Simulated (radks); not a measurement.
Numerical settings for the praseodymium ion Pr3+, [Xe] 4f2. Method: Dirac Kohn-Sham, BLYP, spin-unpolarised, spherical densities, point nucleus; open shells fill j = l - 1/2 first; computed with a radial shooting solver on a logarithmic mesh with Libxc functionals. The defaults (mesh step 0.008 in ln r, mesh end at 40 bohr or more with all orbitals vanishing there, Anderson mixing 0.5 over 9 steps, residual threshold near 1e-9 with the energy settled to 1e-9 hartree or 1e-11 of itself, here a cap of 67 iterations) give E = -9242.0017 hartree and 4f5/2 at -29.757 eV in 14 iterations. Run on one thread of a shared host, so times are rough (Arm Neoverse V2): 0.14 s of CPU time, 0.14 s wall, 14 iterations on 2501 mesh points. Changes against that run (0 stands for a change within the tolerance of the run):

setting,iterations,converged,E (mhartree),e(4f5/2) (meV),CPU (s)
mesh step in ln r 0.2,2,no,diverged,-,0.02
mesh step in ln r 0.005,14,yes,0,0,0.22
mesh step in ln r 0.12,4,no,diverged,-,0.01
mesh end (bohr) 5,14,yes,+2.62,+85,0.13
mesh end (bohr) 20,14,yes,0,0,0.14
residual threshold 0.01,9,yes,0,-2.15,0.11
residual threshold 1e-05,10,yes,0,+0.326,0.12
mixing 0.01,21,yes,0,0,0.2
"linear mixing, mixing 1",67,no,+8.36e+03,-9.1e+04,1.1
"linear mixing, mixing 0.2",67,no,0,-0.00306,0.47
mixing history 20,18,yes,0,0,0.16
iteration cap 2,2,no,+1.53e+03,-3.07e+04,0.03

Settings that end as converged yet miss the energy by more than 1 mhartree: mesh end (bohr) 5 (+0.00262 hartree). A mesh that ends early acts as a hard wall.
